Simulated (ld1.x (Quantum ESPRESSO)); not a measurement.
**Building the RRKJ potential for V (Z = 23) (PBE, scalar-relativistic).**

vanadium (V), norm-conserving RRKJ (Kleinman–Bylander form), made with ld1.x (Quantum ESPRESSO) 7.5 (PBE, scalar-relativistic). Core [Ne], reference 3s2 3p6 3d2 4s0 4p0 (charge +3). Waves: 3p (bound): rc 1.55 bohr; 3d (bound): rc 1.55 bohr; 3s (bound): rc 1.05 bohr. Local part: the s channel. Core correction: none. rho0 = 0.001.

All-electron outer shells of the reference configuration (PBE, scalar-relativistic, ld1.x):

```json
{"shell": "2p", "level (eV)": "-538.10", "outermost node (bohr)": "–", "outermost maximum (bohr)": "0.21"}
{"shell": "3s", "level (eV)": "-103.79", "outermost node (bohr)": "0.38", "outermost maximum (bohr)": "0.82"}
{"shell": "3p", "level (eV)": "-77.29", "outermost node (bohr)": "0.35", "outermost maximum (bohr)": "0.84"}
{"shell": "3d", "level (eV)": "-36.96", "outermost node (bohr)": "–", "outermost maximum (bohr)": "0.85"}
{"shell": "4s", "level (eV)": "-27.76", "outermost node (bohr)": "1.13", "outermost maximum (bohr)": "2.29"}
{"shell": "4p", "level (eV)": "-21.82", "outermost node (bohr)": "1.22", "outermost maximum (bohr)": "2.59"}
```

Question: Estimate the cutoffs (Ry, on a coarse ladder) from which the occupation-weighted sum of valence levels, in a spherical-Bessel basis at the reference potential, stays within 10 and 1 mRy of its value at 400 Ry.

Answer: 120 Ry and 200 Ry.

Question: Does the potential have ghost states?

Answer: No extra level below or beside the all-electron valence levels (p, d, s, f tested).

Question: Which valence shell sets the plane-wave cutoff?

Answer: 3s: its level needs 160 Ry to come within 1 mRy, against 70 Ry for 3d.

Question: Tests: 3s2 3p6 3d3 4s2 4p0; 3s2 3p6 3d3 4s1 4p0; 3s2 3p6 3d3 4s0 4p0; 3s2 3p6 3d3.5 4s1.5 4p0; 3s1 3p6 3d3 4s2 4p0; 3s2 3p6 3d4 4s0 4p0; 3s2 3p6 3d1 4s0 4p0. Which has the largest error in its energy relative to the reference configuration, and how large is it?

Answer: 3s1 3p6 3d3 4s2 4p0, with +194 meV (all-electron minus pseudo) on +26.50 eV.
